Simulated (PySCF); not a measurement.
# Spinor energies of Cd (cadmium, neutral)

Start: [Kr] 4d10 5s2. Calculated with PySCF 2.14 in x2c-TZVPPall-2c: generalised Hartree-Fock with the X2C-1e Hamiltonian and a Gaussian nucleus; one run each with spin-orbit coupling (SO) switched off, then screened by Boettger's factors.

```
spinor shell  electrons  ε, spin-free (eV)  ε, screened SO (eV)  weight of nominal j (screened SO)  rms radius, screened SO (bohr)
       1s1/2          2           -26846.2             -26844.0                              1.000                          0.0348
       2s1/2          2            -4074.0              -4073.4                              1.000                           0.142
       2p1/2          2            -3648.4              -3781.8                              1.000                           0.124
       2p3/2          4            -3648.4              -3587.2                              1.000                           0.128
       3s1/2          2            -797.42              -797.28                              1.000                           0.381
       3p1/2          2            -654.34              -678.96                              1.000                           0.375
       3p3/2          4            -654.34              -642.98                              1.000                           0.386
       3d3/2          4            -431.05              -435.30                              1.000                           0.362
       3d5/2          6            -431.05              -428.09                              1.000                           0.365
       4s1/2          2            -129.06              -129.04                              1.000                           0.942
       4p1/2          2            -84.766              -89.006                              1.000                            1.01
       4p3/2          4            -84.766              -82.821                              1.000                            1.05
       4d3/2          4            -19.601              -20.095                              1.000                            1.38
       4d5/2          6            -19.601              -19.271                              1.000                            1.40
       5s1/2          2             -7.645               -7.646                              1.000                            3.32
```

```
   quantity    spin-free  screened SO
E (hartree)  -5590.77517  -5591.89995
        M_J            0            0
       ⟨J²⟩        0.000        0.000
       ⟨L²⟩        0.000        0.016
       ⟨S²⟩        0.000        0.016
```

Breit and QED terms are absent; they matter most for the inner s and p1/2 levels.

Densities and radii are taken from the X2C orbitals without a picture-change correction, which distorts them close to the nucleus.

Without spin-orbit coupling the j labels of p, d and f shells carry no meaning; the spin-free column gives the mean over the occupied spinors of each nl shell.
